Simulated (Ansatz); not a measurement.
Z-matrix (Å, degrees):
```
In
S 1 2.367
Se 1 2.494 2 125.5
O 1 1.979 2 113.9 3 180.0
H 2 1.345 1 91.7 3 -180.0
H 3 1.469 1 91.1 2 0.0
H 4 0.960 1 113.7 2 180.0
```

Charge 0, multiplicity 1. In takes the def2 core potential.

List the B3LYP/def2-TZVPP orbital energies in eV (Ansatz). (Best estimate.)

Computed: Occupied: -12351.36, -2418.07, -1580.70, -1418.86, -1418.84, -1418.79, -520.21, -216.06, -212.99, -160.60, -160.54, -160.42, -157.05, -156.98, -156.80, -127.86, -84.50, -84.34, -84.27, -57.84, -57.81, -57.67, -57.61, -57.59, -26.45, -21.86, -21.68, -21.51, -21.45, -21.29, -19.46, -19.06, -12.97, -11.49, -11.06, -10.18, -8.71, -8.60, -8.18, -7.55, -7.16. Lowest empty: -2.10, -1.17, -0.53, -0.13, 0.45, 1.20, 1.71, 2.31.

B3LYP here is the variant with VWN-RPA as its local correlation; programs differ in this.
